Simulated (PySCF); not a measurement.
CCl2, SMILES Cl[C]Cl (connectivity only; charge and spin as stated), neutral, multiplicity 1. Atoms are numbered in the order given.

```xyz
3

Cl     0.0000    -1.3947     0.1479
C      0.0000     0.0000    -0.8381
Cl     0.0000     1.3947     0.1479
```

The structure is a stationary point at PBE0-D3(BJ)/def2-TZVP. The isomer is the one that the SMILES or the coordinates give; other isomers of the formula were not compared.

The numbers are results of TDA-B3LYP/def2-TZVPD (PySCF 2.14.0), not measurements.

Vertical excitations.  State labels are in the subgroup C2v.

Problem. Give excitation energies, oscillator strengths and character. (An estimate is asked for; the answer gives what the named calculation found.)

Solution. 
| state | symmetry | energy (eV) | λ (nm) | f | main pairs |
|---|---|---|---|---|---|
| S1 | B1 | 2.57 | 483 | 0.004 | HOMO→LUMO 99 % |
| S2 | A2 | 4.19 | 296 | 0.000 | HOMO−1→LUMO 100 % |
| S3 | A1 | 5.48 | 226 | 0.020 | HOMO→LUMO+1 94 % |
| S4 | B2 | 5.67 | 219 | 0.061 | HOMO−2→LUMO 82 % |
| S5 | B1 | 6.53 | 190 | 0.003 | HOMO−3→LUMO 99 % |
| S6 | A1 | 6.81 | 182 | 0.010 | HOMO→LUMO+3 94 % |
| S7 | B2 | 6.92 | 179 | 0.119 | HOMO→LUMO+2 79 %, HOMO−1→LUMO+1 14 % |
| S8 | B2 | 7.50 | 165 | 0.014 | HOMO−1→LUMO+1 49 %, HOMO→LUMO+6 39 % |
| S9 | A1 | 7.50 | 165 | 0.152 | HOMO→LUMO+5 64 %, HOMO−4→LUMO 26 % |
| S10 | B1 | 7.51 | 165 | 0.031 | HOMO→LUMO+4 100 % |
| T1 | B1 | 1.07 | 1158 | 0 | HOMO→LUMO 98 % |
| T2 | A2 | 3.95 | 314 | 0 | HOMO−1→LUMO 100 % |
| T3 | B2 | 4.38 | 283 | 0 | HOMO−2→LUMO 100 % |
| T4 | A1 | 4.89 | 254 | 0 | HOMO→LUMO+1 96 % |
Triplets are in the Tamm–Dancoff approximation.
